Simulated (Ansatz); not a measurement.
Start from `F[Si](F)(F)F` and change one atom or group to get `F[SiH](F)[Si](F)(F)F`.

Ansatz, PBE0-D4/def2-TZVP geometries, multiplicity 1. Each molecule was computed in one conformer, which needn't be the lowest.

| property | `F[Si](F)(F)F` |
| --- | --- |
| HOMO energy (PBE0/def2-TZVPP) / eV | -12.77 |
| HOMO–LUMO gap (B3LYP/def2-TZVPP) / eV | 12.56 |
| size of the dipole moment (PBE/def2-TZVPP) / D | 0.00 |
| LUMO energy (PBE0/def2-TZVPP) / eV | 0.53 |
| HOMO–LUMO gap (PBE0/def2-TZVPP) / eV | 13.30 |
| zero-point energy (PBE0-D4/def2-TZVP) / kJ/mol | 33.2 |

(1) What does the change do to each property? (Estimate.)

## Answers

(1) The calculation gave: 
```json
{"property": "HOMO energy (PBE0/def2-TZVPP) / eV", "`F[SiH](F)[Si](F)(F)F`": "-9.53", "shift": "3.24"}
{"property": "HOMO–LUMO gap (B3LYP/def2-TZVPP) / eV", "`F[SiH](F)[Si](F)(F)F`": "8.11", "shift": "-4.45"}
{"property": "size of the dipole moment (PBE/def2-TZVPP) / D", "`F[SiH](F)[Si](F)(F)F`": "1.29", "shift": "1.29"}
{"property": "LUMO energy (PBE0/def2-TZVPP) / eV", "`F[SiH](F)[Si](F)(F)F`": "-1.03", "shift": "-1.56"}
{"property": "HOMO–LUMO gap (PBE0/def2-TZVPP) / eV", "`F[SiH](F)[Si](F)(F)F`": "8.50", "shift": "-4.80"}
{"property": "zero-point energy (PBE0-D4/def2-TZVP) / kJ/mol", "`F[SiH](F)[Si](F)(F)F`": "65.9", "shift": "32.7"}
```

With PBE0 the HOMO rises by 3.24 eV and the LUMO falls by 1.56 eV, so the gap narrows by about 4.80 eV. PBE moves the HOMO by 2.52 eV and ωB97M-V by 3.66 eV. The zero-point energy changes by 32.7 kJ/mol with +9 modes.

B3LYP here is the variant with VWN-RPA as its local correlation; programs differ in this.
